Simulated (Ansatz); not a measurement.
**Abstraction of F: SbHF2 + C3H8B → SbHF + C3H8BF**

Gas-phase species: SbHF2 `[F][SbH][F]`, singlet; C3H8B `C[B]CC`, doublet; SbHF `[F][SbH]`, doublet; C3H8BF `CCB(C)F`, singlet. A radical takes F: the energy is the difference in strength between the Sb–F bond broken and the B–F bond made.

Shapes, held fixed at every level: PBE0-D4/def2-TZVP. Flexible molecules stand in one conformer, not always the lowest. Programs: Ansatz 0.2.0. The zero-point and thermal change to 298 K, harmonic and unscaled (PBE0-D4/def2-TZVP), is +5.5 kJ/mol.

```
               level                   kind  ΔH(298 K) (kJ/mol)  less CCSD(T)/def2-TZVPP
         HF/def2-SVP           Hartree–Fock              -293.3                    -29.3
       HF/def2-TZVPP           Hartree–Fock              -263.0                     +1.0
   PBE-D4/def2-TZVPP                    GGA              -240.0                    +24.0
r2SCAN-D4/def2-TZVPP               meta-GGA              -242.9                    +21.1
   B2PLYP/def2-TZVPP          double hybrid              -257.3                     +6.7
    CCSD(T)/def2-SVP  coupled cluster or CI              -295.6                    -31.6
     CCSD/def2-TZVPP  coupled cluster or CI              -266.6                     -2.6
  CCSD(T)/def2-TZVPP  coupled cluster or CI              -264.0                      0.0
```

The highest level, CCSD(T)/def2-TZVPP, gives ΔH(298 K) = -264.0 kJ/mol; the levels span -295.6 to -240.0. The column of differences is taken from that level and isn't an error. No measured value is set beside it here. Open shells run unrestricted. For atoms past krypton def2 sets carry core potentials with scalar relativity. Outer-core shells of Sb are correlated, in sets that cover them unevenly.
